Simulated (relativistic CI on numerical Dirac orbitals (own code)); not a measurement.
Cu⁴⁺: M2,3 absorption edge

Computed with this model: Dirac-Coulomb-Breit CI, orbitals from a KLI potential per configuration, QED by a radiative potential, multiplet model of core-to-valence dipole absorption, unscaled Slater integrals; configurations [Ar] 3d7 → [Ne] 3s2 3p5 3d8; 300 K; Lorentzian 1.2 eV and Gaussian 0.3 eV FWHM. Energies are those of the free ion, without screening or charge transfer. The branching ratio is the share of the lower-energy edge in the whole absorption, uncertain by about 0.02 where the edges overlap. S is read from ⟨S²⟩ = S(S + 1).

Field parameters in Wybourne normalisation: D4h B²₀ = −7Ds, B⁴₀ = 21(Dq − Dt), B⁴₄ = 21√(5/14) Dq; Oh B⁴₀ = 21Dq, B⁴₄ = √(5/14) B⁴₀; Td as Oh with Dq negative (B⁴₀ = 21Dq, B⁴₄ = √(5/14) B⁴₀). The field is a parameter set, without covalency.

Peaks in eV (height, largest 100): 71.2 (16), 77.8 (100), 82.5 (70).

Task: Which surroundings give this spectrum?
A. D4h, 10Dq = 21350, Ds = 1660, Dt = 1050 cm⁻¹
B. Oh, 10Dq = 13300 cm⁻¹
C. Td, 10Dq = -4800 cm⁻¹
D. free ion

Result: C. Td, 10Dq = -4800 cm⁻¹, where the ground state has S = 1.50.
